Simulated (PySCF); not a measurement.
C₄H₁₀OSi₂.
Structure used (GFN2-xTB), in Å, numbered top down from 1:
```xyz
17
C4H10OSi2 angstrom
C      2.5086    0.2949   -0.7384
O      1.3320   -0.4667   -0.7806
C      0.2737    0.0316   -0.0805
C     -0.9326   -0.5791   -0.0268
C     -1.3038   -1.8538   -0.7058
Si    -1.9778    0.5472    1.0765
Si     0.0910    1.6036    0.9875
H      3.2557   -0.2556   -1.3096
H      2.8614    0.4274    0.2898
H      2.3607    1.2818   -1.1902
H     -1.6878   -2.5726    0.0188
H     -2.0910   -1.6743   -1.4395
H     -0.4435   -2.2857   -1.2133
H     -3.1693    1.1073    0.4223
H     -2.4576   -0.0844    2.3146
H      1.0250    1.6449    2.1232
H      0.3483    2.8454    0.2422
```

NICS = −σ at a ghost point: NICS(0) at the centroid of the ring atoms, NICS(1) 1 Å to either side along the normal of their mean plane, zz for the tensor component along that normal. Level: GIAO PBE0/pcSseg-1 (PySCF, non-relativistic, gas phase) on the GFN2-xTB geometry, one conformer.

Ring bond lengths (Å), with Mayer bond orders in brackets: C3–C4 1.353 (1.72), C4–Si6 1.892 (0.91), Si6–Si7 2.325 (0.93), Si7–C3 1.909 (0.88).

Q: Give the NICS values of each ring in ppm.

A: 
| ring | type | NICS(0) | NICS(1), two faces | NICS(1)zz, two faces | rms pucker (Å) | centre to ring atoms, mean (Å) |
| --- | --- | --- | --- | --- | --- | --- |
| C3–C4–Si6–Si7 | 4-membered ring with 2 Si; formal bonds 1 double, 3 single | -5.0 | -4.1 / -4.1 | 2.7 / 2.6 | 0.00 | 1.31 |

Q: What can be read from them?

A: 
- C3–C4–Si6–Si7: mean NICS(1)zz 2.6 ppm, near zero. Si6, Si7 have four or more neighbours, so the value isn't read as a sign of a π ring current.

Q: List the ring angles and the Hirshfeld charges of the ring atoms.

A: 
- C3–C4–Si6–Si7: C3 105.3° (-0.023 e), C4 104.3° (-0.106 e), Si6 75.9° (+0.232 e), Si7 74.5° (+0.218 e); sum 360.0° against 360° for a flat convex ring.

Q: How shielded are the nuclei of the rings and their hydrogens (means over atoms taken as equivalent)?

A: 
| atoms | environment | σ isotropic (ppm) | principal values of the symmetric part, first atom (ppm) |
| --- | --- | --- | --- |
| C3 | vinylic carbon bearing oxygen | 10.5 | -68.7, 25.2, 75.1 |
| C4 | fully substituted alkene carbon | 47.0 | -52.5, 62.9, 130.6 |
| Si6 | SiH2 silicon | 432.2 | 372.5, 460.0, 464.0 |
| Si7 | SiH2 silicon | 419.2 | 383.3, 398.8, 475.4 |
| H14 (×2) | Si–H hydrogen | 27.37 | 24.2, 25.1, 32.8 |
| H16 (×2) | Si–H hydrogen | 26.78 | 23.6, 25.1, 31.6 |
